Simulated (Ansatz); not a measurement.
`BC[SiH]1CC1` + H₂S → `S[SiH]1CC1` + `BC` at 500 K and 1 bar (ligand exchange at the Si–C bond).

Calculated with Ansatz (gas phase, PBE0-D4/def2-TZVP geometries, no zero-point term in ΔE). CBS: MP2 limit from def2 TZ/QZ plus the TZ coupled-cluster correction, frozen cores. This one scheme is used for every species. One conformer a species, not always the lowest.

| species | CCSD(T)/CBS energy (Eh) | H − E (kJ/mol) | S (J/(mol·K)) |
| --- | --- | --- | --- |
| `BC[SiH]1CC1` | -433.40462 | 341.2 | 415.0 |
| H₂S | -398.97279 | 57.0 | 224.0 |
| `S[SiH]1CC1` | -766.55961 | 229.6 | 377.4 |
| `BC` | -65.83255 | 172.2 | 281.8 |

H − E and S are ideal-gas, rigid-rotor, harmonic terms from PBE0-D4/def2-TZVP, for one conformer and one mirror image of each species. 1 Eh = 2625.50 kJ/mol, R = 8.31446 J/(mol·K).

Problem. By hand: ΔE, ΔH, ΔS and ΔG.

Solution. ΔE = (-766.55961) + (-65.83255) − (-433.40462) − (-398.97279) = -0.01475 Eh = -38.7 kJ/mol. Δ(H − E) = 229.6 + 172.2 − 341.2 − 57.0 = 3.6, so ΔH = -35.1 kJ/mol. ΔS = 377.4 + 281.8 − 415.0 − 224.0 = 20.2 J/(mol·K). ΔG = -35.1 − 500 × (20.2)/1000 = -45.2 kJ/mol.

Problem. By hand: the equilibrium constant, and the temperature at which ΔG would vanish if ΔH and ΔS stayed fixed.

Solution. log₁₀ K = −ΔG/(RT ln 10) = 4.7. ΔH and −TΔS have one sign here, so there is no such temperature.

ΔH outweighs TΔS. A doubt of 5 kJ/mol in ΔE shifts log₁₀ K by 0.5 here. Other conformers and mirror images would add mixing entropy, several J/(mol·K) or more a flexible species. These are equilibria of isolated gas molecules and say nothing of rates. Largest T1 diagnostic: 0.012 (customary marks: 0.02 for closed shells, 0.045 for open ones).
